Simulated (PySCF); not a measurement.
Structure problem from calculated spectra and properties.

Elements present: C, H, O and Si. Monoisotopic mass: 137.9989 u.

| Property | Result |
| --- | --- |
| Rotational structure | rotational constants A, B, C: 1.929, 1.321, 0.884 GHz [PBE0-D3(BJ)/def2-SVP] |
| 13C NMR | chemical shifts (computed TMS as zero) by class: 1.8 (1 C) ppm [GIAO PBE0/pcSseg-1] |
| NMR, other nuclei | isotropic shieldings of nuclei other than C and H, by class: 287 (2 O), 373 (1 Si), 393 (2 Si) ppm [GIAO PBE0/pcSseg-1] |
| 1H NMR | chemical shifts (computed TMS as zero) by class: 5.13 (6 H), 4.86 (1 H), 0.19 (3 H) ppm [GIAO PBE0/pcSseg-1] |
| Polarisability | 96.0 au [PBE0/def2-SVPD] |
| UV, strongest line | among the 10 lowest singlet transitions: S9 at 8.25 eV (150 nm, f = 0.085) [TDDFT PBE0/def2-SVPD] |
| Dipole | 0.85 D [PBE0/def2-SVPD] |
| Valence photoelectron | vertical ionisation energy: 9.96 eV [ΔSCF PBE0/def2-SVPD] |
| UV, first state | lowest singlet excitation: 7.00 eV (177 nm, f = 0.001) [TDDFT PBE0/def2-SVPD] |

Gas-phase values; electronic properties from PySCF, density fitting. Levels stand in brackets. One conformer (not necessarily the lowest) at the PBE0-D3(BJ)/def2-SVP geometry, without solvent, vibrations or thermal averaging. NMR values are class means; diastereotopic atoms form classes of their own.

Problem. Which formula fits the mass and the elements?

Solution. CH10O2Si3 (calculated 137.9989). No other formula that holds each of these elements comes within 0.0003 u with a fitting electron parity and a possible valence count.

Problem. Give a SMILES that accounts for the data.

Solution. Numbering: `[CH3:1][SiH:2]([O:3][SiH3:4])[O:5][SiH3:6]`. Its formula, CH10O2Si3, gives 0 degrees of unsaturation, so no ring and no π bond. The one carbon: Si-methyl carbon [C1] (1.8 ppm). Hydrogen classes from least to most shielded: 6 H on 2 oxygen-bound silicons, Si4/Si6 (5.13 ppm), 1 H on an oxygen-bound silicon, Si2 (4.86 ppm), 3 H on an Si-methyl carbon, C1 (0.19 ppm). The other shieldings belong to: 287 ppm, siloxane oxygen [O3/O5]; 373 ppm, oxygen-bound silicon [Si2]; 393 ppm, oxygen-bound silicon [Si4/Si6]. The first electron is taken from the HOMO, whose largest Löwdin shares are 0.18 on the Si-methyl carbon, 0.16 on a siloxane oxygen, 0.15 on a siloxane oxygen and 0.15 on an oxygen-bound silicon. By its constants the optimised geometry is an asymmetric top. Structure: `C[SiH](O[SiH3])O[SiH3]`. Computed isomers that give other values at the same levels: `O[Si@H](C[SiH3])O[SiH3]` (13C chemical shifts (computed TMS as zero) by class: -5.5 (1 C) ppm); `C[Si@H]([SiH3])O[SiH2]O` (1H chemical shifts (computed TMS as zero) by class: 5.44 (1 H), 4.90 (1 H), 4.72 (1 H), 3.48 (3 H), 1.86 (1 H), 0.55 (3 H) ppm); `C[SiH2]O[SiH2]O[SiH3]` (rotational constant A: 2.609 GHz; this holds for the one conformer computed). The assignments are read from this structure; whether some other isomer fits the data as well wasn't checked.

Conformer computed: `[CH3:1][SiH:2]([O:3][SiH3:4])[O:5][SiH3:6]`: C1–Si2–O3–Si4 -89°, C1–Si2–O5–Si6 95°.
